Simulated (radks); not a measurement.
Isoelectronic series with 24 electrons, each ion in its NIST ground configuration. All-electron calculation, scalar-relativistic Kohn-Sham, PBE, spin-polarised, spherical densities, finite nucleus; open shells are filled with parallel spins first (spin-orbit coupling, left out, can overturn this in heavy ions); Fermi nuclear charge, rms radius of each element as measured or else 0.836 A^(1/3) + 0.57 fm. Program: a radial shooting solver on a logarithmic mesh with Libxc functionals. Total energies (hartree) and orbital eigenvalues (Ry) (* marks an orbital that is empty in some or all of the ions):

| ion | configuration | E (hartree) | 3d up | 4s up* | 3p down |
|---|---|---|---|---|---|
| Cr | [Ar] 3d5 4s1 | -1050.72524 | -0.27362 | -0.32841 | -3.07825 |
| Co3+ | [Ar] 3d6 | -1391.03973 | -3.44904 | -2.42624 | -7.40985 |
| Zn6+ | [Ar] 3d6 | -1784.17398 | -9.42108 | -6.03324 | -14.57693 |
| As9+ | [Ar] 3d6 | -2230.02208 | -17.59312 | -10.89647 | -23.96838 |
| Kr12+ | [Ar] 3d6 | -2729.01940 | -27.86326 | -16.97602 | -35.48762 |
| Mo18+ | [Ar] 3d6 | -3888.89420 | -54.56780 | -32.75923 | -64.82652 |
| Rh21+ | [Ar] 3d6 | -4551.24749 | -70.97699 | -42.47435 | -82.64720 |
| Cd24+ | [Ar] 3d6 | -5269.68832 | -89.41824 | -53.42141 | -102.5816 |
| Sb27+ | [Ar] 3d6 | -6045.20399 | -109.8913 | -65.61726 | -124.6449 |
| Xe30+ | [Ar] 3d6 | -6878.88079 | -132.3981 | -79.08185 | -148.8551 |
| La33+ | [Ar] 3d6 | -7771.9314 | -156.9418 | -93.83838 | -175.2329 |
| Eu39+ | [Ar] 3d6 | -9741.5830 | -212.1592 | -127.3355 | -234.5866 |
| Dy42+ | [Ar] 3d6 | -10821.2830 | -242.8447 | -146.1390 | -267.6155 |
| Tm45+ | [Ar] 3d6 | -11966.6106 | -275.5907 | -166.3615 | -302.9181 |
| Hf48+ | [Ar] 3d6 | -13179.4501 | -310.4050 | -188.0435 | -340.5269 |
| Re51+ | [Ar] 3d6 | -14462.1162 | -347.2960 | -211.2329 | -380.4761 |
| Pt54+ | [Ar] 3d6 | -15816.9666 | -386.2731 | -235.9812 | -422.8026 |

Estimate the row of Nd36+ ([Ar] 3d6).

Answer. E (hartree) -8725.6878; 3d up -183.5270; 4s up* -109.9131; 3p down -203.8016.
